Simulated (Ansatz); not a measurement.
## A barrier at the coupled-cluster level

Start structure (Si5H13Cl, singlet), relaxed at PBE0-D4/def2-TZVP:

Si1  (-0.820, 2.892, 1.904)
Cl2  (-2.592, 2.049, 1.291)
H3  (-0.827, -0.747, 1.163)
Si4  (-0.038, -0.923, -0.089)
Si5  (-0.584, 0.736, -1.643)
Si6  (2.243, -0.791, 0.401)
Si7  (-0.507, -3.020, -1.009)
H8  (0.241, 1.863, 1.822)
H9  (-0.509, 4.032, 1.014)
H10  (-0.988, 3.352, 3.301)
H11  (-0.218, 2.088, -1.140)
H12  (-2.033, 0.717, -1.972)
H13  (0.193, 0.482, -2.887)
H14  (2.590, 0.545, 0.961)
H15  (2.636, -1.834, 1.387)
H16  (3.028, -0.997, -0.846)
H17  (-1.951, -3.137, -1.349)
H18  (-0.151, -4.106, -0.056)
H19  (0.289, -3.200, -2.253)
(Å)

The step: Si₄H₁₀ ([SiH3][SiH]([SiH3])[SiH3]) + SiH₃Cl ([SiH3][Cl]) → Si₅H₁₂ ([SiH3][Si]([SiH3])([SiH3])[SiH3]) + HCl; bonds formed: Si1–Si4, Cl2–H3; bonds broken: Si1–Cl2, H3–Si4. Ansatz 0.2.0; basis: def2-TZVPP and def2-QZVPP; cores frozen in the correlated methods. Extrapolation: Hartree–Fock as exp(−7.88 √X), correlation as X^−2.97. Energies below are by CCSD(T) at an estimated basis limit (MP2 extrapolated from triple and quadruple zeta, plus CCSD(T) − MP2 in triple zeta).

**Question.** What are the electronic barrier and the energy of the step, from the start structure to the end structure? (To be estimated.)

**Answer.** By the calculation: Barrier 55.10 kcal/mol; step energy 18.02 kcal/mol (uphill); reverse barrier, their difference, 37.08 kcal/mol. Barrier and step energy count from the start structure, the reverse barrier from the end structure.

The saddle point: One imaginary mode of 630i cm⁻¹.
| pair | start (Å) | saddle (Å) | end (Å) |
| --- | --- | --- | --- |
| Si1–Si4 | 4.37 | 2.60 | 2.34 |
| Cl2–H3 | 3.31 | 1.81 | 1.28 |
| Si1–Cl2 | 2.06 | 2.61 | 4.00 |
| H3–Si4 | 1.49 | 1.71 | 4.17 |

Zero-point energy (harmonic, PBE0-D4): ZPE is 69.28 kcal/mol at the start and 67.94 kcal/mol at the saddle, so the barrier goes from 55.10 to 53.76 kcal/mol.

T1 diagnostic: at most 0.015.

Labels in which every atom is bracketed show which atoms are joined, not bond orders.

For scale, one of the runs: CCSD(T)/def2-TZVPP, 434 basis functions, launched by `ansatz run in.yaml --threads 4 --pin off --events-out ev --progress --plain --max-ram 66560MiB --backend cuda --devices 0, --max-vram 37GiB`. The run took 20 s on 4 CPU threads of an AMD EPYC 7R13 and a share of one NVIDIA H100 (shared host), with 1.1 GiB of host memory at its peak.
